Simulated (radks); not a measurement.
Question: These are the eigenvalues of the occupied orbitals of an atom or ion with whole-number occupations (Ry). Method: Dirac Kohn-Sham, PBE, spin-unpolarised, spherical densities, point nucleus; computed with a radial shooting solver on a logarithmic mesh with Libxc functionals.

orbital  eigenvalue
1s1/2     -1400.146
2s1/2     -211.1447
2p1/2     -195.3118
2p3/2     -188.2576
3s1/2     -49.51153
3p1/2     -43.53154
3p3/2     -42.36686
3d3/2     -31.82098
3d5/2     -31.60039
4s1/2     -19.03456

Which element is it, and in what charge state? The configuration may be excited. Open shells, if any, fill j = l - 1/2 first.

Answer: Z = 41, niobium, charge +12: Nb12+ in [Ar] 3d10 4s1. The list shows which subshells hold electrons but not how many an open one holds; the 1s level, -700.07 hartree, gives Z - s = 37.4 by -(Z - s)^2/2, which with screening and relativity narrows Z to a few neighbours, and the depths of the outer levels then fix element, charge and occupations together.
